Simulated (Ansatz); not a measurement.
CH$_{3}$AlFNS (`F[C]1(S)[NH][AlH]1`): the same geometry under several functionals.

```yaml
crystal:
  periodic: [false, false, false]
  atoms:
    - {symbol: F, position_ang: [-1.104719, 0.864431, 1.054134]}
    - {symbol: C, position_ang: [-0.092107, 0.238393, 0.333748]}
    - {symbol: S, position_ang: [1.476561, 1.017065, 0.769566]}
    - {symbol: N, position_ang: [-0.325463, 0.220562, -1.081886]}
    - {symbol: Al, position_ang: [-0.361610, -1.443929, -0.564186]}
    - {symbol: H, position_ang: [1.342586, 0.898403, 2.100125]}
    - {symbol: H, position_ang: [-0.294223, 1.073925, -1.622927]}
    - {symbol: H, position_ang: [-0.548725, -2.925850, -1.044374]}
basis:
  gaussian: {orbitals: def2-TZVPP}
hamiltonian: {xc: {name: CAM-B3LYP}, dispersion: d4}
output: {orbitals: {seedname: orbitals}}
```

```sh
$ ansatz run in.yaml --threads 2 --pin off --events-out ev --progress --plain --max-ram 4352MiB
```

Shortened log:

```
Functional definition: CAM-B3LYP
1252 factors; their error is unknown
285 factors; integrals over basis functions are off by at most 2.8e-5 eV
mean field evaluation 1: about -22717.5944 eV, gradient 6.2e1 eV
mean field evaluation 2: about -22704.9993 eV, gradient 9.5e1 eV
mean field evaluation 4: about -22725.1287 eV, gradient 5.9e0 eV
mean field evaluation 8: about -22725.2012 eV, gradient 3.5e-1 eV
mean field evaluation 16: about -22725.2014 eV, gradient 4.7e-5 eV
mean field -22725.20141516 eV, -835.1357483125 hartree, gradient 4.7e-5 eV, S^2 0.000000; 0 other end points of the search recorded, 0 dependent functions left out
reference -22725.20153938 eV, -835.1357528775 hartree; 27, 27 occupied and 192, 192 virtual orbitals, 1252 factors
Total energy: -22725.36678493 eV, -835.1418255394 hartree
```

Hardware: 2 threads of an Arm Neoverse V1 on a shared host. Wall time 5 s, peak host memory 0.56 GiB.

With the line `hamiltonian: {xc: {name: PBE-QIDH}}` (abridged; 8.5 s):

```
Functional definition: PBE-QIDH
mean field evaluation 16: about -22699.7232 eV, gradient 6.1e-4 eV
mean field -22699.72322147 eV, -834.1994419639 hartree, gradient 7.3e-6 eV, S^2 0.000000
13 core orbitals not correlated: weight in the atoms' cores, before any rotation towards them, 1.000 or more for the frozen orbitals, at most 0.000 for the correlated occupied ones
second order -26.71705250 eV of doubles, -0.00000000 eV of singles
Total energy: -22708.62891781 eV, -834.5267202679 hartree
```

Changing it to `hamiltonian: {xc: {name: revPBE}, dispersion: d4}` (abridged; 3.3 s):

```
Functional definition: revPBE
mean field evaluation 16: about -22721.6158 eV, gradient 1.6e-3 eV
mean field -22721.61577732 eV, -835.0039785521 hartree, gradient 5.5e-5 eV, S^2 0.000000
Total energy: -22722.19726589 eV, -835.0253478631 hartree
```

The same input with `hamiltonian: {xc: {name: r2SCAN0}, dispersion: d4}` (abridged; 8 s):

```
Functional definition: r2SCAN0
mean field evaluation 16: about -22721.5940 eV, gradient 4.6e-5 eV
mean field -22721.59402965 eV, -835.0031793400 hartree, gradient 4.6e-5 eV, S^2 0.000000
Total energy: -22721.64667142 eV, -835.0051138895 hartree
```

The same input with `hamiltonian: {xc: {name: B97M-V}}` (abridged; 16 s):

```
Functional definition: B97M-V
mean field evaluation 16: about -22721.1408 eV, gradient 1.7e-3 eV
mean field -22721.14081473 eV, -834.9865239990 hartree, gradient 1.4e-5 eV, S^2 0.000000
Total energy: -22721.14087575 eV, -834.9865262415 hartree
```

The same input with `hamiltonian: {xc: {name: B2PLYP}}` (abridged; 8.5 s):

```
Functional definition: B2PLYP
mean field evaluation 16: about -22708.6834 eV, gradient 8.0e-4 eV
mean field -22708.68338229 eV, -834.5287218007 hartree, gradient 6.0e-6 eV, S^2 0.000000
13 core orbitals not correlated: weight in the atoms' cores, before any rotation towards them, 1.000 or more for the frozen orbitals, at most 0.000 for the correlated occupied ones
second order -28.86926159 eV of doubles, -0.00000000 eV of singles
Total energy: -22716.47824298 eV, -834.8151776476 hartree
```
